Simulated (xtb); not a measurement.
Input file for xtb: GFN-FF on C2H9NS (a complex), monomers drawn apart or pushed together.

```
$ xtb mol.xyz --gfnff --sp --chrg 0 --uhf 0
13

C      0.41789694     0.39042539     0.46302077
N     -0.36244509    -0.81726267     0.73830265
H      1.42490951     0.26215137     0.86160730
H     -0.03481555     1.23311760     0.98713314
H      0.50299301     0.64915419    -0.59933612
H      0.06952974    -1.63557122     0.32693966
H     -1.29529510    -0.74310501     0.35045212
C      1.15177710     0.13837168     5.14523701
S     -0.65565288    -0.04393253     4.99141911
H      1.53985104     0.85654710     4.42498215
H      1.34873862     0.50953615     6.14953711
H      1.65454476    -0.81912414     5.02215067
H     -0.64910496    -0.53862524     3.73016491
```

The log:

```
[...]
           -------------------------------------------------
          |                Calculation Setup                |
           -------------------------------------------------



molecular fragmentation (1/2 indicates fragments):
1111111222222
# atoms in fragment 1/2:     7     6
 fragment masses (1/2) :       31.06       48.11
CMA distance (Bohr)    :   8.407
constraining FC (au)   :  0.0500

          ==================== Thresholds ====================
          CN  :   150.00000
          rep :   500.00000
          disp:  2500.00000
          HB1 :   250.00000
          HB2 :   450.00000

          Pauling EN used:
          Z : 1  EN :  2.20
          Z : 6  EN :  2.55
          Z : 7  EN :  3.04
          Z :16  EN :  2.58
          electric field strengths (au): 0.000

           -------------------------------------------------
          |           Force Field Initialization            |
           -------------------------------------------------

          distances ...
          ----------------------------------------
          generating topology and atomic info file ...
          pair mat ...
          computing topology distances matrix with Floyd-Warshall algo ...
          making topology EEQ charges ...
          #fragments for EEQ constrain: 2
          ----------------------------------------
          generating topology and atomic info file ...
          pair mat ...
          computing topology distances matrix with Floyd-Warshall algo ...
          making topology EEQ charges ...
          rings ...
          # BATM   18
          # H in HB   3

  atom   neighbors  erfCN metchar sp-hybrid imet pi  qest     coordinates
    1  C       4    3.48   0.00         3    0    0  -0.000    0.789711    0.737797    0.874982
    2  N       3    2.78   0.00         3    0    0  -0.313   -0.684922   -1.544403    1.395190
    3  H       1    0.97   0.00         0    0    0   0.026    2.692689    0.495394    1.628202
    4  H       1    0.97   0.00         0    0    0   0.026   -0.065792    2.330255    1.865411
    5  H       1    0.97   0.00         0    0    0   0.026    0.950519    1.226724   -1.132581
    6  H       1    0.98   0.00         0    0    0   0.117    0.131392   -3.090782    0.617826
    7  H       1    0.98   0.00         0    0    0   0.117   -2.447753   -1.404265    0.662259
    8  C       4    3.48   0.00         3    0    0  -0.037    2.176543    0.261485    9.723089
    9  S       2    1.91   0.00         3    0    0  -0.140   -1.239004   -0.083020    9.432415
   10  H       1    0.97   0.00         0    0    0   0.037    2.909897    1.618639    8.362004
   11  H       1    0.97   0.00         0    0    0   0.037    2.548747    0.962884   11.620941
   12  H       1    0.97   0.00         0    0    0   0.037    3.126636   -1.547920    9.490489
   13  H       1    0.97   0.00         0    0    0   0.064   -1.226631   -1.017854    7.048990

          #atoms :   13
          #bonds :   11
          #angl  :   16
          #tors  :   10
          #nmol  :   2
          #optfrag :   2
           -------------------------------------------------
          |                   G F N - F F                   |
          |          A general generic force-field          |
          |                  Version 1.0.3                  |
           -------------------------------------------------
          Number of HB bonds (bound hydrogen)     0
          Number of HB bonds (unbound hydrogen)   18
          Number of XB bonds                      20

 E+G (total)                   0 d,  0 h,  0 min,  0.000 sec
 distance/D3 list               ...        0 min,  0.000 sec (  0.595%)
Note: The following floating-point exceptions are signalling: IEEE_UNDERFLOW_FLAG IEEE_DENORMAL
normal termination of xtb
 non bonded repulsion           ...        0 min,  0.000 sec ( 27.114%)
 dCN                            ...        0 min,  0.000 sec (  6.390%)
 EEQ energy and q               ...        0 min,  0.000 sec (  9.793%)
 D3                             ...        0 min,  0.000 sec ( 11.172%)
 EEQ gradient                   ...        0 min,  0.000 sec (  4.299%)
 bonds                          ...        0 min,  0.000 sec (  7.807%)
 bend and torsion               ...        0 min,  0.000 sec ( 10.656%)
 bonded ATM                     ...        0 min,  0.000 sec (  3.248%)
 HB/XB (incl list setup)        ...        0 min,  0.000 sec ( 14.665%)

         :::::::::::::::::::::::::::::::::::::::::::::::::::::
         ::                     SUMMARY                     ::
         :::::::::::::::::::::::::::::::::::::::::::::::::::::
         :: total energy              -1.644604613243 Eh    ::
         :: gradient norm              0.028411415963 Eh/a0 ::
         ::.................................................::
         :: bond energy               -1.693340021757 Eh    ::
         :: angle energy               0.004160367872 Eh    ::
         :: torsion energy             0.000240241944 Eh    ::
         :: repulsion energy           0.075951166591 Eh    ::
         :: electrostat energy        -0.026112425581 Eh    ::
         :: dispersion energy         -0.004113420957 Eh    ::
         :: HB energy                 -0.001375765651 Eh    ::
         :: XB energy                  0.000000000000 Eh    ::
         :: bonded atm energy         -0.000014755702 Eh    ::
         :: external energy            0.000000000000 Eh    ::
         :: add. restraining           0.000000000000 Eh    ::
         :: total charge               0.000000000000 e     ::
         :::::::::::::::::::::::::::::::::::::::::::::::::::::

           -------------------------------------------------
          |                Property Printout                |
           -------------------------------------------------

molecular dipole:
                 x           y           z       tot (Debye)
 q only:        0.411       0.035      -0.473       1.596

           -------------------------------------------------
          | TOTAL ENERGY               -1.644604613243 Eh   |
          | GRADIENT NORM               0.028411415963 Eh/α |
           -------------------------------------------------
########################################################################
[WARNING] Runtime exception occurred
-1- gfnff_setup: Could not read topology file.
########################################################################

------------------------------------------------------------------------
------------------------------------------------------------------------
 total:
 SCF:
```

The run finished.

Cost: roughly 0.04 core-seconds.
